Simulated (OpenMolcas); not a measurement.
## Cr4+: moving or changing the point charges

Cr4+ among 6 point charges of -1.5 e arranged as an octahedron (Oh), 1.7 Å from the ion.

```
Program             : OpenMolcas 26.06
Method              : CASSCF
Basis               : ANO-RCC-VDZP [5s4p2d1f]
Scalar Hamiltonian  : DKH2, point nucleus
Active space        : 2 electrons in 5 orbitals (3d)
State averaging     : 2S+1 = 3 even, 10 roots; 2S+1 = 1 even, 15 roots
Spin-orbit coupling : state interaction with AMFI integrals over the reference wave functions
```

Runs around this geometry, states (labels of O, the rotations of Oh). Energies in cm-1 above the lowest state or level, χT in cm3 K/mol; under a threefold ground state the first gap can be a small split of the lowest multiplet, not the spin-orbit step; 10Dq and B are least-squares fits to the states below 45000 cm-1, weighted by degeneracy, with a free offset, and given where the rms deviation is under 5 % of |10Dq| (or 100 cm-1) and under 700 cm-1.

```json
{"R (Å)": "1.7", "q (e)": "-0.75", "Ground state": "3T1", "First state of that spin": "3T2 2164", "10Dq": "2679", "B (rms of fit)": "1271 (40)", "First gap with spin-orbit (degeneracies)": "81.8 (2, 3)", "χT at 300 K": "0.587", "First state of another spin": "1T2 16729"}
{"R (Å)": "1.59", "q (e)": "-1.5", "Ground state": "3T1", "First state of that spin": "3T2 6130", "10Dq": "7515", "B (rms of fit)": "1262 (136)", "First gap with spin-orbit (degeneracies)": "34.2 (2, 3)", "χT at 300 K": "0.631", "First state of another spin": "1T2 17206"}
{"R (Å)": "1.7", "q (e)": "-1.5", "Ground state": "3T1", "First state of that spin": "3T2 4412", "10Dq": "5454", "B (rms of fit)": "1268 (93)", "First gap with spin-orbit (degeneracies)": "46.5 (2, 3)", "χT at 300 K": "0.615", "First state of another spin": "1T2 17112"}
{"R (Å)": "1.78", "q (e)": "-1.5", "Ground state": "3T1", "First state of that spin": "3T2 3516", "10Dq": "4361", "B (rms of fit)": "1270 (72)", "First gap with spin-orbit (degeneracies)": "56.5 (2, 3)", "χT at 300 K": "0.606", "First state of another spin": "1T2 17003"}
```

Taking |10Dq| as R^-n, n = -ln(4361 / 7515) / ln(1.78 / 1.59) = 4.8 between the shortest and longest distance. The point-charge formula for a cubic d site gives n = 5.

Scaling the charges by -0.75 / -1.5 = 0.50 scales |10Dq| by 2679 / 5454 = 0.49; with fixed orbitals a first-order splitting would follow the charge.

An orbital triplet at a regular site is open to Jahn-Teller coupling, which can distort the site and quench the lowest spin-orbit gaps and is left out. Without dynamic correlation the repulsion within the d shell is too large (B by tens of per cent), so at a given field states of lower spin stand too high. This field is weak: 10Dq is about 2679 cm-1, while octahedral complexes of 3d ions of charge 3 and more, computed by the same method with explicit ligands, had a median near 15000 cm-1. Ground spin and moment need not be those of a real site (figures for R = 1.7, q = -0.75; the like holds for R = 1.59, q = -1.5, R = 1.7, q = -1.5, R = 1.78, q = -1.5). The ground term spreads over less than 5000 cm-1, several times less than with real ligands, so orbital moments are less quenched and χT lies further from the spin-only value than at real sites (holds for R = 1.7, q = -0.75). This is an electrostatic model: the charges have no orbitals. No measured value stands beside these numbers.
